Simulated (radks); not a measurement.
The numbers below are computed, except where a source is named.
Li, configuration [He] 2s1.

Code: a radial shooting solver on a logarithmic mesh with Libxc functionals. Model: non-relativistic Kohn-Sham, r2SCAN, spin-polarised, spherical densities, point nucleus; open shells are filled with parallel spins first; meta-GGA in the generalised Kohn-Sham scheme.

Energy parts (eV):
| part | energy |
|---|---|
| total | -203.537 |
| kinetic | 202.452 |
| electron-nucleus | -466.794 |
| Hartree | 110.478 |
| exchange-correlation | -49.673 |

Orbitals (lengths in bohr, moments of r in powers of bohr; r(max) is where P^2 peaks; r(90%) holds 90 % of the orbital's charge):
| orbital | occ. | eigenvalue (eV) | r(90%) | r(max) |
|---|---|---|---|---|
| 1s up | 1 | -53.2823 | 1.04 | 0.3611 |
| 1s down | 1 | -53.1176 | 1.05 | 0.3619 |
| 2s up | 1 | -3.2651 | 5.93 | 3.077 |

The highest occupied level is 2s up at -3.265 eV. The density falls to 0.001 e/bohr^3 at r = 4.18 bohr. Summed over all electrons, <r^2> = 17.99 bohr^2, which gives a Langevin (diamagnetic) susceptibility term of -14.2 x 10^-6 cm^3/mol. The electron density at the nucleus is 13.95 e/bohr^3. The spin density at the nucleus is 0.2475 e/bohr^3 (1s 0.0483, 2s 0.1992), a Fermi contact field of 13 T. Spin moment in Bohr magnetons: 1. Virial ratio -V/T = 2.00536.
